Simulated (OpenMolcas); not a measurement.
**Mo2+: from CASSCF to CASPT2**

* Program: OpenMolcas 26.06
* Basis: ANO-R2 [7s5p4d2f1g]
* Scalar Hamiltonian: X2C, finite nucleus
* Active space: 4 electrons in 5 orbitals (4d)
* State averaging: 2S+1 = 5 even, 5 roots; 2S+1 = 3 even, 45 roots; 2S+1 = 1 even, 50 roots
* Spin-orbit coupling: RASSI with atomic mean-field integrals over the reference wave functions, term energies averaged over their components

Methods on the same reference wave functions:
A. CASSCF
B. SS-CASPT2, IPEA 0.25 Eh, imaginary shift 0.1 Eh (closed shells correlated: 4s 4p)
C. MS-CASPT2, IPEA 0.25 Eh, imaginary shift 0.1 Eh (closed shells correlated: 4s 4p)

Energies in eV above 4d⁴ ⁵D₀, the measured ground level; measured values from Sugar and Musgrove, J. Phys. Chem. Ref. Data 17, 155 (1988).

```csv
Level,A,B,C,Measured
4d⁴ ⁵D₀,0.0000,0.0000,0.0000,0.0000
4d⁴ ⁵D₁,0.0273,0.0297,0.0297,0.0300
4d⁴ ⁵D₂,0.0776,0.0824,0.0822,0.0829
4d⁴ ⁵D₃,0.1457,0.1511,0.1509,0.1518
4d⁴ ⁵D₄,0.2273,0.2314,0.2312,0.2321
4d⁴ ³H₄,1.9395,1.677,1.676,1.5721
4d⁴ ³P₀(1),1.9871,1.483,1.483,1.3823
4d⁴ ³H₅,2.0002,1.745,1.745,1.6460
4d⁴ ³H₆,2.0593,1.808,1.808,1.7124
4d⁴ ³P₁(1),2.1400,1.637,1.636,1.5511
4d⁴ ³F₃(1),2.2475,1.850,1.850,1.7294
4d⁴ ³F₂(1),2.2580,1.853,1.853,1.7269
4d⁴ ³F₄(1),2.2773,1.888,1.888,1.7725
4d⁴ ³P₂(1),2.3759,1.868,1.867,1.7801
4d⁴ ³G₃,2.4798,2.089,2.088,1.9678
4d⁴ ³G₄,2.5301,2.140,2.140,2.0188
4d⁴ ³G₅,2.5675,2.187,2.187,2.0723
4d⁴ ¹I₆,2.9737,2.600,2.600,2.5157
4d⁴ ³D₃,3.1283,2.542,2.542,2.4162
4d⁴ ³D₂,3.1467,2.556,2.556,2.4272
4d⁴ ¹G₄(1),3.1773,2.712,2.712,2.5555
4d⁴ ³D₁,3.1777,2.594,2.594,
4d⁴ ¹S₀(1),3.6358,2.982,2.977,2.8504
4d⁴ ¹D₂(1),3.8406,3.068,3.067,2.8276
```

Deviations, from unrounded energies. A percentage is the sum of absolute deviations over the sum of measured energies, with the sign that they share, or ± where signs differ.

| Against measurement | Levels | A | B | C |
| --- | --- | --- | --- | --- |
| mean absolute deviation (cm-1) | 22 | 3800 | 790 | 790 |
| fine structure of the ground term (%) | 4 | -3.8 | -0.4 | -0.6 |
| other terms of the ground configuration (%) | 18 | +28.0 | +5.9 | +5.9 |

B, C lie about equally close to measurement and A furthest from it. The largest miss of C in the table is 4d⁴ ¹D₂(1), by +1900 cm-1. The ranking rests on the paired levels alone, and a cruder setting can come out closer through cancelling errors.

Between B and C the level of the table that moves most is 4d⁴ ¹S₀(1), by 37 cm-1 (lowest in C, highest in B). Moves below CASPT2's spread within the term are not significant.

The two smallest mean deviations differ by little beside CASPT2's spread within terms, so their order carries little weight.

From A to B the spin-free energies of the other terms of 4d⁴ shown, above ⁵D, scale by factors of 0.76 to 0.86, as is usual when dynamic correlation screens the repulsion within a d or f shell.

The lowest spin-free term lies below A's lowest term by 0.313 hartree in B, 0.313 hartree in C.

Term energies are means over components that CASPT2 splits; among the terms shown or strongly mixed into the levels shown the widest spread is 1100 cm-1 (4d⁴ ¹I, C). Levels of configurations with an s electron are missing; early in the row they begin among the upper levels of the d shell and mix with terms of their name. Without dynamic correlation excited terms often stand tens of per cent too high (terms of higher spin than the ground term too low), and those without a measured partner can miss by more than the paired ones (holds for A). Some levels mix across a computed gap that differs much from the measured one, so their mixing is not that of the real levels (holds for A). The CASPT2 spread within a term exceeds the gap to the next term for 4d⁴ ³P(1) and 4d⁴ ³H, 4d⁴ ³D and 4d⁴ ¹I, 4d⁴ ¹I and 4d⁴ ¹G(1), so the order of their levels is uncertain (holds for C). Computed and measured levels are paired by configuration, term and J; levels that our copy of the source lacks, or whose pairing is in doubt (as where it misses far off the trend of its configuration), stay unpaired and out of the deviations. Only configurations of the active space appear. Levels that lie high or do not pair safely by name in every column are left out.

A number in round brackets counts repeated terms of one configuration in the order of the reference energies.
